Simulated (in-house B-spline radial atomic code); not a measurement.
**RPA and G0W0 on BHandHLYP: Ti¹⁸⁺**

Configuration [He] 2s2, mean-field start BHandHLYP. Computed with a B-spline radial code for spherical atoms: all electrons, non-relativistic, point nucleus, each spin shell either full or empty, empty states to l = 9 with an (l + 1/2)⁻⁴ tail; G0W0 by contour deformation at full frequency.

Command:
```bash
python run_gw.py task.json out
```
Settings (radii: box in bohr, nucleus in fm):
```
Z                        22
electrons                4
configuration            [He] 2s2
hamiltonian              nr
method                   bhandhlyp
lmax                     9
spin_polarised           False
box_radius               4.4
intervals                45
ion_configuration        [He] 2s1
```

Cost of the run: 1.5 s on 1 thread of Arm Neoverse N1 (shared host).

Energies (hartree):

```json
{"term": "mean-field total", "value": "-571.37898"}
{"term": "Hartree-Fock functional on these orbitals", "value": "-571.24921"}
{"term": "direct second order", "value": "-0.52275"}
{"term": "second-order exchange", "value": "0.25755"}
{"term": "SOSEX correction", "value": "0.20259"}
```

Problem. What is the RPA correlation energy, and what remains with SOSEX?

Solution. RPA gives -0.41193 hartree (-2.8 eV per electron); RPA + SOSEX gives -0.20933, and the second-order doubles -0.2652 hartree (no singles). SOSEX takes back 49 % of the RPA value.

Quasi-particle levels (eV):

```tsv
level	occupied	mean field	Σx - vxc	Σc	QP weight	G0W0
2s	yes	-1316.75	-14.03	?	?	?
1s	yes	-5923.63	-69.73	4.63	0.994	-5988.73
2p	no	-1235.19	21.81	-0.73	0.989	-1214.10
```

G0W0 = mean field + (Σx - vxc) + Σc, with Σc (partial-wave tail included) taken at the quasi-particle energy.

Problem. Where does G0W0 put 2s?

Solution. At -1337.11 eV, with Σc = -6.33 eV and a quasi-particle weight of 0.972. The tabulated removal energy is 1346.3 ± 0.5 eV (NIST, semi-empirical); the calculation leaves out relativity, Breit and QED terms, and what these don't explain is the method's own error.

Problem. What does it cost to remove one electron (to [He] 2s1) by differences of total energies, each species on its own start (correlation terms add to the Hartree-Fock functional)?

Solution. BHandHLYP 1332.42 eV, Hartree-Fock functional 1330.49 eV, + RPA 1336.47 eV, + RPA + SOSEX 1334.79 eV, + second order 1336.29 eV. Tabulated: 1346.3 ± 0.5 eV (NIST, semi-empirical); the calculation leaves out relativity, Breit and QED terms, and what these don't explain is the method's own error.
